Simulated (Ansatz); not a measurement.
Total energies of SiH2MeI (CH₅ISi) from Ansatz at PBE0-D4/def2-TZVPD, gas phase (1 Eh = 27.2114 eV = 2625.5 kJ/mol). The reference geometry is relaxed at r2SCAN-D4/def2-TZVP.

```xyz
8

Si    0.539   -0.007    0.646
H     1.974    0.054    0.277
H     0.332   -1.093    1.634
C    -0.545   -0.228   -0.851
H    -0.291   -1.164   -1.357
H    -0.406    0.594   -1.556
H    -1.598   -0.263   -0.567
I    -0.004    2.106    1.773
```

| state | geometry | energy (Eh) |
| --- | --- | --- |
| charge 0 singlet | reference | -628.23126 |
| charge -1 doublet | reference | -628.20979 |
| free Si atom (triplet) | – | -289.24952 |
| free H atom (doublet) | – | -0.50104 |
| free C atom (triplet) | – | -37.80543 |
| free I atom (doublet) | – | -297.69320 |

In the def2 sets I takes a core potential; there is no spin–orbit coupling.

Question: Work out the vertical electron affinity, to the doublet.

Answer: E(charge 0 singlet) − E(charge -1 doublet) = -628.23126 − (-628.20979) = -0.02147 Eh = -0.58 eV; negative, so the extra electron isn't bound.

Question: What is the binding energy per atom against free atoms?

Answer: Atoms: 1 × (-289.24952) + 5 × (-0.50104) + 1 × (-37.80543) + 1 × (-297.69320) = -627.25335 Eh. Binding: -627.25335 − (-628.23126) = 0.97791 Eh = 26.61 eV, or 3.33 eV for each of 8 atoms (no zero-point energy, no counterpoise term).

At PBE0-D4/def2-TZVPD the highest occupied level of the charge -1 doublet lies above zero (up to 1.67 eV). By energy differences it is unbound by 0.58 eV (vertical, against the charge 0 singlet, at PBE0-D4/def2-TZVPD) and held by the finite basis.
